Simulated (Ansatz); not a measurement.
Wavefunction ladder for `[F][GeH2][GaH2]`

Z-matrix (Å, degrees):
```
Ge
Ga 1 2.453
F 1 1.755 2 108.7
H 1 1.544 2 114.9 3 -116.8
H 1 1.544 2 114.9 3 116.8
H 2 1.570 1 118.5 3 179.8
H 2 1.566 1 120.6 3 -0.2
```

The species carries charge 0 and has multiplicity 1. Correlated methods include outer-core shells of Ga, Ge, which these sets cover unevenly. Scalar relativity is left out up to krypton. The geometry is a stationary point of PBE0-D4/def2-TZVP. Frozen core, restricted reference, Ansatz 0.2.0.

| basis | HF (Eh) | MP2 corr. | CCSD corr. | (T) | CCSD(T) total |
| --- | --- | --- | --- | --- | --- |
| def2-SVP | -4099.80618 | -0.63168 | ? | -0.01626 | ? |
| def2-TZVPP | -4100.45116 | ? | -0.75418 | -0.02508 | ? |
| def2-QZVPP | -4100.53925 | ? | -1.24733 | ? | ? |

Problem. Fill in the withheld values. (Estimate.)

Solution. Computed: def2-SVP CCSD corr.: -0.64232; def2-SVP CCSD(T) total: -4100.46476; def2-TZVPP MP2 corr.: -0.73904; def2-TZVPP CCSD(T) total: -4101.23042; def2-QZVPP MP2 corr.: -1.27441; def2-QZVPP (T): -0.03497; def2-QZVPP CCSD(T) total: -4101.82155.
